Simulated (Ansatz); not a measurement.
```yaml
atoms:
  - { symbol: N, position_ang: [0.0000, 0.0000, -0.5928] }
  - { symbol: N, position_ang: [0.0000, 0.0000, 0.5928] }
```

Basis set: cc-pVDZ (spherical functions). Correlated methods keep 2 orbitals frozen. Charge 0, multiplicity 1.

Computed with Ansatz (development build ahead of 0.2.0); each method stands on the lowest determinant of its kind that the runs found. Restricted open shells among the atoms or ions are ROHF, correlated in semicanonical orbitals with singles.

The atomization energy at this shape (free ground-state atoms in the same class of orbitals less the molecule, no zero-point energy) of singlet N₂:

| method | atomization energy |
| --- | --- |
| RHF-MP2 | 877.1 kJ/mol |

Q: What does RHF give?

A: 381.8 kJ/mol.
